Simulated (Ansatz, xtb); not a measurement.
## Ranking isomers of BF2H6NSi2

7 gas-phase structures of BF2H6NSi2, from a drawn sample of its isomers (lower ones may exist). Each was relaxed with GFN2-xTB; where two conformers were screened, the lower at r2SCAN-D4/def2-SVP is listed:

A. `BN([SiH3])[SiH](F)F`, a singlet
B. `FB(F)N([SiH3])[SiH3]`, a singlet
C. `F[SiH2]BN[SiH2]F`, a singlet
D. `F[SiH](F)BN[SiH3]`, a singlet
E. `BN([SiH2]F)[SiH2]F`, a singlet
F. `FBN([SiH3])[SiH2]F`, a singlet
G. `BN[Si@H](F)[SiH2]F`, a singlet

Make a reasoned guess at their ranking by r2SCAN-D4/def2-SVP single-point energy.

Calculated order at r2SCAN-D4/def2-SVP: B (0.000), F (0.232), A (0.378), E (0.618), C (1.244), D (1.255), G (1.407) eV. Less than 1 kcal/mol parts C and D, so the order within that pair means little. CCSD(T)/def2-SVP + ΔMP2/def2-TZVPP after further relaxation puts F lowest instead.

Energies above the lowest of each column, in eV; the last columns are at PBE0-D4/def2-SVP geometries and were run for some of them only (a dash: not run or not comparable):

```csv
structure,GFN2-xTB,HF/STO-3G,r2SCAN-D4/def2-SVP,PBE0-D4/def2-SVP,CCSD(T)/def2-SVP + ΔMP2/def2-TZVPP
B,0.563,0.000,0.000,0.000,0.045
F,0.169,1.110,0.232,0.278,0.000
A,0.191,2.099,0.378,–,–
E,0.000,2.359,0.618,–,–
C,0.928,3.157,1.244,–,–
D,1.008,3.123,1.255,–,–
G,0.954,2.947,1.407,–,–
```

CCSD(T)/def2-SVP + ΔMP2/def2-TZVPP puts F lowest of those it was run on; GFN2-xTB picks E, HF/STO-3G picks B, r2SCAN-D4/def2-SVP picks B, PBE0-D4/def2-SVP picks B. CCSD(T)/def2-SVP + ΔMP2/def2-TZVPP orders those it was run on as F (0.000), B (0.045) eV. Flexible structures stand in one conformer each, not always the lowest. Frequencies (GFN2-xTB) were run for B, F alone. The ΔMP2 step shifts differences by up to 0.280 eV, which makes them less sure. ΔMP2 is the change of the MP2 energy from the smaller to the larger basis.

Over these structures GFN2-xTB departs from r2SCAN-D4/def2-SVP by 0.251 eV on average once a common shift is removed. A GFN2-xTB relaxation took about 0.29 s and the r2SCAN-D4/def2-SVP energy about 1.4 s on a shared host (Ansatz 0.2.0, xtb 6.7.1).
